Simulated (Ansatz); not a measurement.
```xyz
2

Si    0.0000    0.0000   -0.9066
S     0.0000    0.0000    0.9066
```

Basis set: 6-31G (spherical functions). Left uncorrelated: 10 orbitals. Charge 0, multiplicity 1.

Computed with Ansatz (development build ahead of 0.2.0); the reference of a correlated method needn't be the lowest determinant of its kind. Restricted open shells among the atoms or ions are ROHF, correlated in semicanonical orbitals with singles.

**Question.** Give the atomization energy at this shape (free ground-state atoms in the same class of orbitals less the molecule, no zero-point energy) of singlet SiS by UHF-BCCD(T), RHF-CCSD(T).

**Answer.**

```csv
method,atomization energy
UHF-BCCD(T),326.1 kJ/mol
RHF-CCSD(T),325.9 kJ/mol
```

Caution: the reference determinant was not shown to be the lowest; the shape is not the minimum.

This basis has no polarisation functions and is too small for such energies, which can lie far from measured ones in either direction.
